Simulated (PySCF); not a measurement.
**Ionising ZnC**

ROHF-SCS-MP2; Zn pcseg-1, C pcseg-1; no relativity (PySCF 2.14). Neutral (ROHF): triplet (π ↑↑), Re = 2.014 Å, ωe = 422 cm⁻¹, De = 0.57 eV.

ZnC⁺ (ROHF): doublet (π ↑), Re = 2.109 Å, ωe = 449 cm⁻¹, De = 1.17 eV to Zn⁺ + C. The energies at the minima are -1815.57438 hartree for ZnC and -1815.27830 for ZnC⁺.

Q: Work out the adiabatic ionisation energy, without and with harmonic zero-point energies (1 hartree = 27.2114 eV, 1 eV = 8065.5 cm⁻¹), and the change of the bond length.

A: At ROHF-SCS-MP2: 0.29608 hartree = 8.057 eV between the minima; the zero-point term (449.0 − 422.0)/2 cm⁻¹ = +0.002 eV makes it 8.058 eV. Re changes by +9.5 pm against the neutral. The electron leaves a π orbital, and the longer bond of the ion fits a bonding orbital, or a change in how ionic the bond is.

Correlated steps freeze 6 core orbitals. Correlated levels converge slowly with the basis: in double zeta they bind strong bonds too weakly, by up to about 1 eV, and carry superposition errors of some tenths. For an ion De counts to the pair picked by the measured ionisation energies or electron affinities, which need not be the lowest pair at this level. States were picked by a PBE0 search and need not be the measured ground states.
